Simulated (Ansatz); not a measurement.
Start from `CO[SiH2][S][GeH3]` and change one atom or group to get `C=C[SiH2][S][GeH3]`.

Ansatz, PBE0-D4/def2-TZVP geometries, multiplicity 1. Each molecule was computed in one conformer, which needn't be the lowest.

Scalar relativity is left out up to krypton.

```json
{"property": "LUMO energy (PBE/def2-TZVPP) / eV", "`CO[SiH2][S][GeH3]`": "-1.05"}
{"property": "size of the dipole moment (PBE/def2-TZVPP) / D", "`CO[SiH2][S][GeH3]`": "1.95"}
{"property": "HOMO energy (PBE/def2-TZVPP) / eV", "`CO[SiH2][S][GeH3]`": "-6.20"}
{"property": "HOMO energy (ωB97M-V/def2-TZVPP) / eV", "`CO[SiH2][S][GeH3]`": "-9.55"}
{"property": "LUMO energy (ωB97M-V/def2-TZVPP) / eV", "`CO[SiH2][S][GeH3]`": "1.65"}
{"property": "HOMO–LUMO gap (B3LYP/def2-TZVPP) / eV", "`CO[SiH2][S][GeH3]`": "6.73"}
```

Problem. What does the change do to each property? (Best estimate.)

Solution. Computed: 
| property | `C=C[SiH2][S][GeH3]` | shift |
| --- | --- | --- |
| LUMO energy (PBE/def2-TZVPP) / eV | -1.66 | -0.61 |
| size of the dipole moment (PBE/def2-TZVPP) / D | 1.59 | -0.36 |
| HOMO energy (PBE/def2-TZVPP) / eV | -6.15 | 0.05 |
| HOMO energy (ωB97M-V/def2-TZVPP) / eV | -9.49 | 0.06 |
| LUMO energy (ωB97M-V/def2-TZVPP) / eV | 1.36 | -0.29 |
| HOMO–LUMO gap (B3LYP/def2-TZVPP) / eV | 6.21 | -0.52 |

With PBE0 the HOMO rises by 0.05 eV and the LUMO falls by 0.53 eV, so the gap narrows by about 0.58 eV. PBE moves the HOMO by 0.05 eV and ωB97M-V by 0.06 eV. Dipoles are sizes alone; their direction can turn.

B3LYP here is the variant with VWN-RPA as its local correlation; programs differ in this.
